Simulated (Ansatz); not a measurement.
A CCSD(T) single point on C₃H₉FSi (`C[SiH2]C(C)F`).

```yaml
crystal:
  periodic: [false, false, false]
  atoms:
    - {symbol: C, position_ang: [-1.558002, 0.815941, 0.850908]}
    - {symbol: Si, position_ang: [-0.302227, 1.039399, -0.512630]}
    - {symbol: C, position_ang: [1.180685, -0.125912, -0.252301]}
    - {symbol: C, position_ang: [0.840329, -1.596628, -0.258918]}
    - {symbol: F, position_ang: [1.757675, 0.197326, 0.988384]}
    - {symbol: H, position_ang: [-1.088820, 0.976726, 1.824130]}
    - {symbol: H, position_ang: [-2.377193, 1.530531, 0.744893]}
    - {symbol: H, position_ang: [-1.984488, -0.189487, 0.838014]}
    - {symbol: H, position_ang: [-0.893576, 0.724380, -1.845022]}
    - {symbol: H, position_ang: [0.202103, 2.438644, -0.541545]}
    - {symbol: H, position_ang: [1.947076, 0.078891, -1.009918]}
    - {symbol: H, position_ang: [1.730653, -2.199577, -0.063730]}
    - {symbol: H, position_ang: [0.092941, -1.835344, 0.501193]}
    - {symbol: H, position_ang: [0.439943, -1.883989, -1.234660]}
basis:
  gaussian: {orbitals: def2-SVP}
correlation: {method: ccsd_t}
```

```sh
$ ansatz run in.yaml --threads 4 --pin off --events-out ev --progress --plain --max-ram 10444MiB
```

Output of Ansatz, abridged:

```
Functional definition: HF
1197 factors; integrals over basis functions are off by at most 1.5e-3 eV
mean field evaluation 1: about -13791.9703 eV, gradient 3.3e1 eV
mean field evaluation 2: about -13792.0431 eV, gradient 3.3e1 eV
mean field evaluation 4: about -13794.9818 eV, gradient 3.7e0 eV
mean field evaluation 8: about -13795.0254 eV, gradient 1.8e-1 eV
mean field -13795.02554477 eV, -506.9578381660 hartree, gradient 1.4e-6 eV, S^2 0.000000; 0 other end points of the search recorded, 0 dependent functions left out
9 core orbitals not correlated: weight in the atoms' cores, before any rotation towards them, 1.000 or more for the frozen orbitals, at most 0.000 for the correlated occupied ones
reference -13795.02554477 eV, -506.9578381660 hartree; 16, 16 occupied and 94, 94 virtual orbitals, 1197 factors
second order -19.47573165 eV of doubles, -0.00000000 eV of singles
cycle   1  -20.60437168 eV  change    -1.1e0 eV  update   9.5e-2
cycle   2  -21.12933472 eV  change   -5.2e-1 eV  update   2.8e-2
cycle   3  -21.23757500 eV  change   -1.1e-1 eV  update   1.3e-2
cycle   4  -21.23808444 eV  change   -5.1e-4 eV  update   3.0e-3
cycle   5  -21.23754652 eV  change    5.4e-4 eV  update   1.1e-3
cycle   6  -21.23753110 eV  change    1.5e-5 eV  update   3.2e-4
cycle   7  -21.23743437 eV  change    9.7e-5 eV  update   1.2e-4
cycle   8  -21.23740602 eV  change    2.8e-5 eV  update   3.6e-5
perturbative correction -0.53311488 eV, -0.0195916106 hartree
Total energy: -13816.79606567 eV, -507.7578900525 hartree
```

Run time 8 s (4 threads of an Arm Neoverse V2 on a shared host); peak host memory 0.68 GiB.

Correlation energy per correlated electron: -0.680 eV. T1 diagnostic: 0.0098.
